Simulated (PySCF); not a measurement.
**S²⁺ (sulfur, charge +2) across methods**

[Ne] 3s2 3p2, high-spin 3P determinant. Computed with PySCF 2.14 in ANO-RCC-VTZP, with the spin-free X2C one-electron Hamiltonian (Gaussian nucleus).

```
 method  E (hartree)  mean ε 3s α (eV)  mean ε 3s β (eV)  mean ε 3p α (eV)  Σ⟨r²⟩ (bohr²)   ⟨S²⟩
  TPSSh    -397.9835           -41.630           -38.348           -29.831          14.91  2.005
wB97M-V    -397.9523           -44.859           -41.964           -32.528          15.01  2.002
   PBE0    -397.8309           -42.613           -39.217           -30.576          14.93  2.004
  wB97X    -397.9704           -45.325           -41.907           -33.016          14.87  2.004
   MN15    -397.9954           -42.642           -39.664           -31.229          14.84  2.003
    PBE    -397.7995           -40.319           -37.790           -28.949          14.93  2.003
    UHF   -397.41908           -48.651           -42.034           -34.718          15.08  2.011
    LDA    -396.5617           -40.276           -37.980           -28.848          14.94  2.001
 r2SCAN    -397.9349           -41.123           -37.923           -29.484          14.94  2.007
```
